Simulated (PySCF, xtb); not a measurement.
HgBr2, SMILES [Br][Hg][Br].

GFN2-xTB (xtb) at its own geometry gives an orbital gap of 4.46 eV and a dipole moment of 0.00 D.

Geometry optimised at PBE0-D3(BJ)/def2-SVP. The isomer is the one that the SMILES or the coordinates give; other isomers of the formula were not compared. The def2 effective core potentials stand for the cores of Hg; spin–orbit coupling is left out.

Problem. What does PySCF with PBE0/def2-TZVPD give? (An estimate is asked for; the answer gives what the named calculation found.)

Solution. gap 5.78 eV (levels -8.42 and -2.64 eV), dipole 0.00 D.
